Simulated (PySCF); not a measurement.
# Basis-set dependence of excited states

Species: C₄H₁₃BS.
Numbering: `[CH3:1][BH2-:2][S@@+:3]([CH3:4])[CH2:5][CH3:6]` (hydrogens: H7, H8, H9 on C1; H10, H11 on B2; H12, H13, H14 on C4; H15, H16 on C5; H17, H18, H19 on C6)

TDDFT with PBE0 (PySCF), vertical singlets, core orbitals frozen in the response, spherical d and f functions. One conformer (not necessarily the lowest) at the PBE0-D3(BJ)/def2-SVP geometry, without solvent, vibrations or thermal averaging.

Task: Compare 6-31G*, 6-31+G*, def2-SVP, def2-SVPD, aug-cc-pVDZ and def2-TZVP for this molecule.

Result: 

```json
{"basis": "6-31G*", "functions": "114", "diffuse": "no", "S1 (eV)": "6.83", "S2 (eV)": "7.22", "S3 (eV)": "7.54", "S4 (eV)": "7.80", "S5 (eV)": "8.09", "LUMO (eV)": "0.92", "α (au)": "76.8"}
{"basis": "6-31+G*", "functions": "138", "diffuse": "yes", "S1 (eV)": "6.49", "S2 (eV)": "6.76", "S3 (eV)": "6.85", "S4 (eV)": "7.08", "S5 (eV)": "7.12", "LUMO (eV)": "0.01", "α (au)": "85.1"}
{"basis": "def2-SVP", "functions": "153", "diffuse": "no", "S1 (eV)": "6.95", "S2 (eV)": "7.34", "S3 (eV)": "7.64", "S4 (eV)": "7.74", "S5 (eV)": "7.92", "LUMO (eV)": "0.93", "α (au)": "79.3"}
{"basis": "def2-SVPD", "functions": "231", "diffuse": "yes", "S1 (eV)": "6.61", "S2 (eV)": "6.94", "S3 (eV)": "6.99", "S4 (eV)": "7.28", "S5 (eV)": "7.29", "LUMO (eV)": "0.30", "α (au)": "91.6"}
{"basis": "aug-cc-pVDZ", "functions": "259", "diffuse": "yes", "S1 (eV)": "6.37", "S2 (eV)": "6.52", "S3 (eV)": "6.71", "S4 (eV)": "6.87", "S5 (eV)": "6.98", "LUMO (eV)": "-0.31", "α (au)": "93.3"}
{"basis": "def2-TZVP", "functions": "270", "diffuse": "no", "S1 (eV)": "6.58", "S2 (eV)": "6.99", "S3 (eV)": "7.24", "S4 (eV)": "7.36", "S5 (eV)": "7.48", "LUMO (eV)": "0.48", "α (au)": "89.2"}
```

States are compared by their number. Against the largest diffuse basis here (aug-cc-pVDZ, itself not a converged limit), sets without diffuse functions differ by up to 0.58 eV in S1 and 1.11 eV in S5; the smaller diffuse sets differ by up to 0.24 and 0.31 eV. State by state, the largest deviation of a set without diffuse functions is S1 0.58, S2 0.82, S3 0.92, S4 0.94, S5 1.11 eV. The same number needn't mean the same state in each row. Against aug-cc-pVDZ the polarisability deviates by -18% in 6-31G*, -9% in 6-31+G*, -15% in def2-SVP, -2% in def2-SVPD, -4% in def2-TZVP. A single + in a Pople set puts diffuse functions on heavy atoms only.
